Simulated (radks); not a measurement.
Values are calculated unless marked as measured or tabulated.
Problem. Species: the tungsten ion W+. Configuration: [Xe] 4f14 5d4 6s1. Level of theory: Dirac Kohn-Sham, Slater X-alpha with alpha = 0.902, spin-unpolarised, spherical densities, finite nucleus; open shells fill j = l - 1/2 first; Fermi nuclear charge, rms radius 5.3658 fm (a radial shooting solver on a logarithmic mesh with Libxc functionals).

Spin-orbit splittings of the eigenvalues, e(l+1/2) - e(l-1/2), with zeta = 2 splitting/(2l+1) and mean radii in bohr:

shell  occ.  splitting (eV)  zeta (eV)  <r> j=l-1/2  <r> j=l+1/2
2p        6            1363      908.8      0.06348      0.07143
3p        6           295.8      197.2       0.1898       0.2045
3d       10           64.67      25.87       0.1788       0.1833
4p        6           68.88      45.92       0.4521       0.4852
4d       10           12.79      5.117       0.5006       0.5119
4f       14               ?          ?       0.5884       0.5975
5p        6           10.24      6.824        1.161        1.263
5d        4          0.8688     0.3475        1.839        1.904

Estimate the 4f splitting.

Solution. 2.358 eV (zeta = 0.6738 eV).
